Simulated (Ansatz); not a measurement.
Consider the ligand exchange at the Si–S bond: `C=C(F)S[SiH3]` + `C=CS` → `C=CS[SiH3]` + `C=C(F)S`.

Calculated with Ansatz (gas phase, PBE0-D4/def2-TZVP geometries, no zero-point term in ΔE). CCSD(T)/CBS is the MP2 limit (def2-TZVPP, def2-QZVPP) plus CCSD(T) − MP2 in def2-TZVPP, frozen cores. This one scheme is used for every species. Functionals use def2-TZVPP. Each species was taken in one conformer, which may not be the lowest.

```csv
species,B2PLYP energy (Eh)
`C=C(F)S[SiH3]`,-866.45557
`C=CS`,-476.62205
`C=CS[SiH3]`,-767.22220
`C=C(F)S`,-575.85354
```

(1) Work out ΔE.

Largest T1 diagnostic among the species: 0.013.

Answers

(1) ΔE = (-767.22220) + (-575.85354) − (-866.45557) − (-476.62205) = 0.00188 Eh = +4.9 kJ/mol. CCSD(T)/CBS gives +4.9 kJ/mol.
